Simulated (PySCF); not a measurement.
C₆H₁₀ClGa, SMILES C=C[CH2][Ga]([Cl])[CH2]C=C, GFN2-xTB optimised geometry.

```
18

Ga     1.10     0.98     0.00
C      0.17     2.87     0.00
C     -1.30     2.74    -0.15
C     -2.15     2.67     0.87
H      0.62     3.44    -0.81
H      0.44     3.33     0.96
H     -1.67     2.69    -1.16
H     -1.81     2.71     1.89
H     -3.21     2.58     0.72
C      0.09    -0.86     0.04
C      1.07    -1.96    -0.15
C      1.61    -2.66     0.83
H     -0.67    -0.84    -0.75
H     -0.41    -0.93     1.01
H      1.35    -2.16    -1.18
H      1.35    -2.48     1.86
H      2.33    -3.44     0.64
Cl     3.21     0.98     0.00
```

Density from CAM-B3LYP/def2-SVP in PySCF at that geometry.

Minimum of the electron density along straight lines between bonded atoms, close to the bond critical point (lines longer than 1.1 times the sum of covalent radii, or with two minima, are not listed):

| bond | length / Å | ρ at the minimum / e bohr⁻³ | ∇²ρ there / e bohr⁻⁵ | position (fraction from the first atom) |
|---|---|---|---|---|
| Ga1–C2 | 2.106 | 0.093 | 0.07 | 0.47 |
| C2–C3 | 1.477 | 0.266 | -0.64 | 0.50 |
| C3–C4 | 1.327 | 0.345 | -0.93 | 0.51 |
| C2–H5 | 1.095 | 0.270 | -0.97 | 0.63 |
| C2–H6 | 1.096 | 0.269 | -0.96 | 0.63 |
| C3–H7 | 1.084 | 0.281 | -1.07 | 0.63 |
| C4–H8 | 1.079 | 0.281 | -1.07 | 0.63 |
| C4–H9 | 1.076 | 0.283 | -1.09 | 0.64 |
| Ga1–C10 | 2.100 | 0.094 | 0.07 | 0.47 |
| C10–C11 | 1.478 | 0.266 | -0.64 | 0.50 |
| C11–C12 | 1.327 | 0.345 | -0.93 | 0.51 |
| C10–H13 | 1.094 | 0.271 | -0.97 | 0.63 |
| C10–H14 | 1.094 | 0.271 | -0.98 | 0.63 |
| C11–H15 | 1.085 | 0.281 | -1.07 | 0.63 |
| C12–H16 | 1.079 | 0.281 | -1.07 | 0.63 |
| C12–H17 | 1.076 | 0.283 | -1.09 | 0.64 |
| Ga1–Cl18 | 2.111 | 0.097 | 0.28 | 0.44 |
